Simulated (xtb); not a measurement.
H7O7Si2, charge +1, singlet, geometry from GFN2-xTB. Base run: GFN0-xTB in xtb.

Geometry (Å):
```xyz
16

O      1.4896     1.6145     0.1552
Si     1.5070     0.0278     0.3497
O      1.2595    -0.3613     1.8727
O      2.5919    -0.8699    -0.4043
O      0.1422    -0.5807    -0.5314
Si    -1.5015    -0.0503    -0.3703
O     -1.5291     1.4616    -0.8659
O     -2.1078    -1.1063    -1.4041
O     -1.8489    -0.1476     1.1871
H      1.7656     2.0840    -0.6299
H      0.9502     0.2356     2.5512
H      3.4735    -1.0464    -0.0869
H      0.3137    -1.2804    -1.1717
H     -1.5537     2.2282    -0.2966
H     -2.9630    -1.0373    -1.8199
H     -2.0432    -0.9508     1.6669
```
Charge +1, spin multiplicity 1.
All else is at xtb's defaults.
Base energy -28.60353 Eh.

The base run was repeated with changes; each row names its change, and settings that it needs were set with it.

```json
[
 {"change": "base", "ΔE vs base (mEh)": "0.000", "HOMO-LUMO gap (eV)": "5.90"},
 {"change": "acc = 0.0001", "ΔE vs base (mEh)": "0.000", "HOMO-LUMO gap (eV)": "5.90"},
 {"change": "etemp = 3000", "ΔE vs base (mEh)": "-0.001", "HOMO-LUMO gap (eV)": "5.90"},
 {"change": "acc = 1000", "ΔE vs base (mEh)": "0.000", "HOMO-LUMO gap (eV)": "5.90"}
]
```
